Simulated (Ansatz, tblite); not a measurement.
Cost and result up the ladder for Zn₆O₁₀H₈ (24 atoms). The state is a singlet with charge 0. Geometry: PBE-D4/def2-SVP.

Cartesian coordinates in Å:
```
Zn -0.052 -1.536 -1.054
Zn 0.751 2.089 0.762
Zn -0.494 -0.055 2.194
Zn 1.884 -0.530 0.743
Zn -0.312 1.205 -1.700
Zn -1.980 1.147 0.616
O -1.708 -2.227 -0.487
O 0.059 -0.405 -2.744
O -2.302 -0.554 1.578
O 0.114 0.173 0.024
O 1.843 -2.038 -0.500
O 1.175 -0.974 2.576
O -2.247 1.541 -1.268
O 0.677 2.800 -1.109
O -0.744 1.918 1.953
O 2.586 1.300 1.004
H -1.725 -3.180 -0.292
H -0.593 -0.623 -3.434
H -2.172 -1.268 0.868
H 2.456 -1.952 -1.254
H 1.061 -1.929 2.740
H -2.805 0.836 -1.650
H 1.581 2.858 -1.471
H 2.950 1.405 1.904
```

Ansatz on 2 threads of AMD EPYC 7R13 on a shared host and a share (18 GiB) of an NVIDIA H100 80GB HBM3; xTB runs through tblite on one thread. Times are rough, summed over both states, and most runs start from the orbitals of an earlier one. PBE0-D4/def2-TZVP serves as the yardstick here, not as an exact answer. The other state is a doublet.

The xTB rows come from tblite. B3LYP takes the VWN-RPA correlation. Single mean-field runs in def2-TZVP are fitted with def2-universal-jkfit.

Raw xTB energies of ions are shifted by several eV.

```csv
level,functions,wall time,vertical IE (eV),difference from PBE0-D4/def2-TZVP (eV)
GFN2-xTB,72,0.075 s,14.44,5.94
GFN1-xTB,80,0.079 s,12.47,3.96
PBE0-D4/def2-TZVP,646,51 s,8.51,0.00
PBE-D4/def2-TZVP,646,51 s,8.00,-0.51
B3LYP-D4/def2-TZVP (with forces),646,54 s,8.53,0.03
```
